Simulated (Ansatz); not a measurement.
Isolated molecules relaxed with PBE0-D4/def2-TZVP in Ansatz; ΔE leaves out vibrations. CCSD(T)/CBS adds triple-zeta CCSD(T) − MP2 to the extrapolated MP2 energy (def2 sets, frozen cores). This one scheme is used for every species. DFT in def2-TZVPP.

`B[SiH]1BS1` + H₂ → `B1[SiH2]S1` + BH₃  (hydrogenolysis of the Si–B bond)

`B[SiH]1BS1`:

```xyz
8

B    -1.281    0.148    1.079
Si    0.286   -0.584    0.143
B     0.939    0.305   -1.487
S     1.956    0.805   -0.163
H    -2.155   -0.558    1.485
H    -1.399    1.333    1.172
H     0.763   -1.962    0.420
H     0.891    0.514   -2.651
```

H₂:

Cartesian coordinates in Å:
```
H -0.155 0.212 0.265
H 0.155 -0.212 -0.265
```

`B1[SiH2]S1`:

Z-matrix (Å, degrees):
```
Si
S 1 2.169
B 1 1.933 2 50.6
H 1 1.481 2 114.0 3 115.1
H 1 1.481 2 114.0 3 -115.1
H 3 1.184 1 155.2 2 -180.0
```

BH₃:

Cartesian coordinates in Å:
```
B 0.000 0.000 0.000
H -0.269 0.318 1.118
H -0.797 -0.595 -0.660
H 1.066 0.277 -0.458
```

| level | ΔE (kJ/mol) |
| --- | --- |
| revPBE-D4 | 6.4 |
| BHLYP-D4 | -26.6 |
| BHLYP | -33.1 |
| CCSD(T)/def2-TZVPP | -18.0 |

**Question.** What does CCSD(T)/CBS give? (An estimate is asked.)

**Answer.** The calculation gave: -16.1 kJ/mol. The listed levels differ from it by 22.5, -10.5, -17.0, -1.9 kJ/mol.

Largest T1 diagnostic among the species: 0.020.

From r2SCAN to r2SCAN0 (25 % exact exchange), in def2-TZVPP and without D4, ΔE moves by −9.2 kJ/mol. At CCSD(T), def2-SVP lies −5.9 kJ/mol from the extrapolated value and def2-TZVPP −1.9 kJ/mol.
